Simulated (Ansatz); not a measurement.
Molecule: GeF, charge 0, multiplicity 2. 
Coordinates optimised at B3LYP-D3(BJ)/def2-TZVP (Ansatz, a first-principles code):
SMILES: [F][Ge]
```xyz
2

Ge     0.0000     0.0000    -0.3885
F      0.0000     0.0000     1.3814
```
Charge 0, spin multiplicity 2.

Basis-set convergence of Hartree-Fock and MP2 correlation energies (hartree) with Ansatz. Correlated levels leave the core frozen unless marked. UHF or UKS for open shells. Spin-orbit coupling is left out. The frozen core is the preceding noble-gas configuration, with the filled d and f shells of earlier blocks. No relativistic terms.

```csv
basis,functions,E(HF),"E(corr, MP2)"
def2-SVPD,61,-2174.47274,-0.25969
def2-TZVPPD,94,-2174.85857,-0.32682
def2-QZVPPD,161,-2174.90473,-0.35464
```

Extrapolating the two largest sets (X = 3 and 4) as X^-3: E(corr) = (64·(-0.35464) - 27·(-0.32682))/37 = -0.3749 Eh, an estimate of the basis-set limit. The largest set recovers 94.6 % of it, the smallest 69.3 %.
